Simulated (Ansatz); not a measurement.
A geometry relaxed with Ansatz (a quantum-chemistry and plane-wave program) with B3LYP-D3(BJ)/def2-TZVP, charge 0, multiplicity 1:

```xyz
7

C      0.5431    -0.0888     0.0086
H     -1.1636     0.3034     1.1696
H      2.7891    -0.2069    -0.2239
H     -1.3558    -0.9873    -0.0322
C     -0.8905    -0.0247     0.1689
C      1.7339    -0.1524    -0.1136
Cl    -1.6560     1.1567    -0.9774
```

Write the SMILES of this molecule.

`C#CCCl`
